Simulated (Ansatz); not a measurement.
A search over several starts for the lowest SCF solution of RuO₄⁻ at the given spin, in a small basis.

```yaml
crystal:
  periodic: [false, false, false]
  atoms:
    - {symbol: Ru, position_ang: [-0.000002, -0.000000, -0.000000]}
    - {symbol: O, position_ang: [0.010558, -0.017960, 1.694309]}
    - {symbol: O, position_ang: [1.593972, 0.010469, -0.574679]}
    - {symbol: O, position_ang: [-0.806061, 1.387165, -0.545125]}
    - {symbol: O, position_ang: [-0.798478, -1.379674, -0.574506]}
basis:
  gaussian: {orbitals: def2-SVP}
total_charge: -1
magnetization: {spin_polarized: true, initial_magnetization: 1}
hamiltonian: {xc: pbe0, dispersion: d4}
output: {orbitals: {seedname: orbitals}}
```

```sh
$ ansatz run in.yaml --threads 2 --pin off --events-out ev --progress --plain --max-ram 4352MiB
```

Output, abridged:

```
Functional definition: PBE0
844 factors; integrals over basis functions are off by at most 6.8e-4 eV
mean field evaluation 1: about -10732.6852 eV, gradient 7.7e1 eV
mean field evaluation 2: about -10601.1995 eV, gradient 1.9e2 eV
mean field evaluation 4: about -10754.3626 eV, gradient 5.2e0 eV
mean field evaluation 8: about -10754.6797 eV, gradient 8.1e-1 eV
mean field evaluation 16: about -10754.6823 eV, gradient 8.9e-4 eV
mean field evaluation 32: about -10754.6838 eV, gradient 4.8e-2 eV
mean field evaluation 64: about -10754.6840 eV, gradient 1.2e-2 eV
mean field -10754.68398708 eV, -395.2273467387 hartree, gradient 1.4e-6 eV, S^2 0.757354; 10 other end points of the search recorded, 0 dependent functions left out
reference -10754.68403280 eV, -395.2273484187 hartree; 25, 24 occupied and 62, 63 virtual orbitals, 844 factors
Total energy: -10754.81204523 eV, -395.2320527889 hartree
```

Run time 12 s (2 threads of Intel Xeon 6975P-C on a shared host).

In the def2 sets Ru takes a core potential; there is no spin–orbit coupling.
